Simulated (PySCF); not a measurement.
Computed IR spectrum (relative IR intensity) of a molecule C9H12O. Coordinates come from a B3LYP-D3(BJ)/def2-SVP optimisation. The values are those of a single conformer. Method: B3LYP-D3(BJ)/def2-SVP (PySCF). Harmonic, unscaled wavenumbers; measured fundamentals usually lie a few per cent lower.

ν (cm⁻¹): 529 (vw), 565 (w), 720 (w), 858 (w), 1081 (w), 1098 (m), 1130 (vw), 1187 (w), 1309 (vs), 1324 (w), 1350 (vw), 1377 (m), 1466 (w), 1469 (w), 1483 (m), 1557 (s), 1634 (w), 1680 (m), 2993 (m), 3025 (w), 3031 (w), 3062 (m), 3073 (vw), 3109 (m), 3112 (w), 3139 (w), 3166 (w), 3214 (vw) (against the strongest line: vs over 80 %, s over 45 %, m over 15 %, w over 4 %, vw less)

Pick the molecule that these values belong to.
A. C=Cc1cocc1C(C)C
B. CCc1ccc(OC)cc1
C. CCc1ccccc1OC
D. CCc1cc(C)cc(O)c1

B, CCc1ccc(OC)cc1
